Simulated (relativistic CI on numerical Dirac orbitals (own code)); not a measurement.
**Level scheme of Sc⁺**

Computed by Dirac-Coulomb-Breit CI, separate exchange-only KLI orbitals for each configuration, a model potential for QED, valence Slater integrals scaled by 0.85, configuration energies shifted to the measured levels that pair with them (semi-empirical) (own radial code, finite nucleus).

Configurations in the expansion (outside the closed core [Ar]): 3d4s, 3d², 4s², 3d4p, 3d4d, 4s4p, 3d4f, 3d5s, 4p², 3d5p, 4s5p, 3d6s, 3d5d, 4s6s, 3d6p, 4s5d, 4s6p, 3d5f, 3d5g, 4s5s, 3d6d, 4s5f, 4s5g, 4s6d, 4s4d, 3d6f, 4s6f, 4p4d, 4s4f, 4p4f. Levels of other configurations are missing.

```csv
No.,Configuration,Term,J,E (cm⁻¹),%,Landé g,jj configuration (%)
41,3d4d‡,³G,5,59585.4,99,1.200,3d5/2 4d5/2 (99)
42,3d4d‡,¹P,1,59596.3,97,0.997,3d5/2 4d5/2 (56)
43,3d4d‡,³S,1,60216.5,98,1.995,3d5/2 4d5/2 (35)
44,3d4d‡,³F,2,62514.5,98,0.670,3d3/2 4d3/2 (76)
45,3d4d‡,³F,3,62583.4,99,1.083,3d5/2 4d3/2 (52)
46,3d4d‡,³F,4,62662.9,99,1.250,3d5/2 4d5/2 (77)
47,3d4d‡,¹D,2,63097.4,90,1.027,3d5/2 4d5/2 (27)
48,3d4d‡,³P,0,63253.3,94,,3d3/2 4d3/2 (60)
49,3d4d‡,³P,1,63281.8,95,1.501,3d5/2 4d3/2 (49)
50,3d4d‡,³P,2,63343.0,89,1.470,3d5/2 4d5/2 (65)
51,3d4d‡,¹G,4,63928.3,98,1.000,3d5/2 4d3/2 (39)
52,3d5p‡,¹D°,2,65655.2,96,0.999,3d5/2 5p3/2 (34)
53,3d5p‡,³D°,1,66000.0,100,0.499,3d3/2 5p1/2 (52)
54,3d4d‡,¹S,0,66066.1,88,,3d5/2 4d5/2 (56)
55,3d5p‡,³D°,2,66067.5,91,1.127,3d3/2 5p3/2 (60)
56,3d5p‡,³F°,2,66115.8,91,0.708,3d3/2 5p1/2 (64)
57,3d5p‡,³D°,3,66153.3,96,1.325,3d5/2 5p3/2 (70)
58,3d5p‡,³F°,3,66195.4,96,1.092,3d5/2 5p1/2 (53)
59,3d5p‡,³F°,4,66315.3,100,1.250,3d5/2 5p3/2 (100)
60,3d5p‡,³P°,0,67018.1,100,,3d3/2 5p3/2 (100)
61,3d5p‡,³P°,1,67049.2,99,1.500,3d3/2 5p3/2 (54)
62,3d5p‡,³P°,2,67126.1,99,1.500,3d5/2 5p1/2 (46)
63,3d5p‡,¹F°,3,67757.4,99,1.000,3d3/2 5p3/2 (36)
64,3d5p‡,¹P°,1,68724.8,89,1.001,3d5/2 5p3/2 (59)
65,4p²‡,¹D,2,72508.1,57,1.001,4p1/2 4p3/2 (41)
66,3d4f‡,¹G°,4,74817.6,79,1.034,3d3/2 4f7/2 (64)
67,4p²‡,³P,0,74870.5,84,,4p1/2^2 (57)
68,3d4f‡,³F°,2,74897.4,93,0.694,3d3/2 4f5/2 (78)
69,3d4f‡,³F°,3,74906.4,75,1.014,3d3/2 4f7/2 (63)
70,3d4f‡,³F°,4,74972.3,58,1.145,3d5/2 4f7/2 (59)
```

Energies count from the lowest computed level; ° marks odd parity. Filled j subshells are mostly left out of the jj labels. ‡ marks configurations that were not tied to measured data.

The mean weight of the leading LS term, summed over parents, in these 30 levels is 92 %, and that of the leading jj configuration (from the same eigenvectors) 59 %, so LS coupling describes them better.

Configurations whose levels could be paired with our table of measured levels were shifted onto them, all but the ground configuration, by the median error of their levels; single terms can still be off by 1,000 to 2,000 cm⁻¹ or more, and rates follow the energies as ν³ (E1, M1) or ν⁵ (E2). The others borrow a shift and can be off by several thousand cm⁻¹ or more. The fine structure of a lone outer electron comes out too small, for d and f at times inverted, and misplaced configurations move strength between like terms. 25 of the 25 excited levels that our extract of the measured tables holds in this range could be paired (the sources list more); they are missed by 259 cm⁻¹ on average and 1449 at most, after the shifts were fitted to these levels, and levels without a partner can miss by more.
